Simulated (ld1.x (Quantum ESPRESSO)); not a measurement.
An all-electron radial function and its pseudo partner (Sm)

Columns: radius, all-electron u(r) and pseudo u(r) of the 6s shell (level -3.70 eV) of samarium in the configuration [Kr] 4d10 4f5 5s2 5p6 5d1 6s2 6p0; PBE, non-relativistic, PAW scheme, ld1.x (Quantum ESPRESSO) 7.5.

```
r (bohr)  all-electron   pseudo
   0.180        0.0992   0.2207
   0.360       -0.0791   0.4114
   0.540       -0.1407   0.5477
   0.720        0.0148   0.6151
   0.900        0.1720   0.6107
   1.080        0.2474   0.5430
   1.260        0.2415   0.4286
   1.440        0.1792   0.2882
   1.620        0.0859   0.1416
   1.800       -0.0187   0.0039
   1.980       -0.1221  -0.1163
   2.160       -0.2168  -0.2168
   2.340       -0.2992  -0.2997
   2.520       -0.3683  -0.3683
   2.700       -0.4242  -0.4242
   2.880       -0.4679  -0.4679
   3.060       -0.5007  -0.5007
   3.240       -0.5239  -0.5239
   3.420       -0.5386  -0.5386
   3.600       -0.5461  -0.5461
   3.780       -0.5472  -0.5472
   3.960       -0.5429  -0.5429
   4.140       -0.5341  -0.5341
   4.320       -0.5215  -0.5215
   4.500       -0.5058  -0.5058
   4.680       -0.4879  -0.4879
```

Q: How many radial nodes do the two functions have?

A: The all-electron 6s function has n − l − 1 = 5 (the table is too coarse to show those close to the nucleus); the pseudo-wave has 1, since 1 lower shell of the same l stays in the valence.

Q: At about which radius was the pseudo-wave matched?

A: 2.55 bohr, where the columns begin to agree (steps of 0.18 bohr).

Q: Is the pseudo-wave norm-conserving?

A: No, it belongs to a PAW set: the norm inside the radius is not constrained, and the difference is carried by the augmentation charge.
